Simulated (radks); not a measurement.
Initial-state core-level shifts of neutral dysprosium when its valence configuration changes from [Xe] 4f10 6s2. Method: scalar-relativistic Kohn-Sham, LDA (Slater exchange, Perdew-Wang correlation), spin-unpolarised, spherical densities, finite nucleus; Fermi nuclear charge, rms radius 5.2218 fm; computed with a radial shooting solver on a logarithmic mesh with Libxc functionals. Shifts are changes of the shell-averaged eigenvalues in eV (positive: less bound); the change of the density at the nucleus, which sets a Mossbauer isomer shift, is in e/bohr^3, on a base of 7.745e+05.

| valence | 2p | 3s | 5s | 5p | density at nucleus |
|---|---|---|---|---|---|
| 4f9 5d1 6s2 | -6.921 | -7.775 | -3.893 | -3.142 | +38.12 |
| 4f9 6s2 6p1 | -10.199 | -11.001 | -7.178 | -6.275 | +53.26 |
| 4f8 5d1 6s2 6p1 | -18.329 | -20.268 | -11.087 | -9.344 | +98.52 |
| 4f9.5 5d0.5 6s2 | -3.332 | -3.720 | -1.971 | -1.610 | +18.25 |
| 4f9 6s1.5 6p1.5 | -10.873 | -11.671 | -7.850 | -6.932 | +35.83 |
| 4f10 6p2 | -2.746 | -2.708 | -2.850 | -2.810 | -56.94 |
| 4f8 5d1.5 6s2 6p0.5 | -16.511 | -18.476 | -9.328 | -7.674 | +89.70 |
| 4f10.5 6s1.5 | +3.151 | +3.424 | +2.256 | +1.935 | -29.41 |
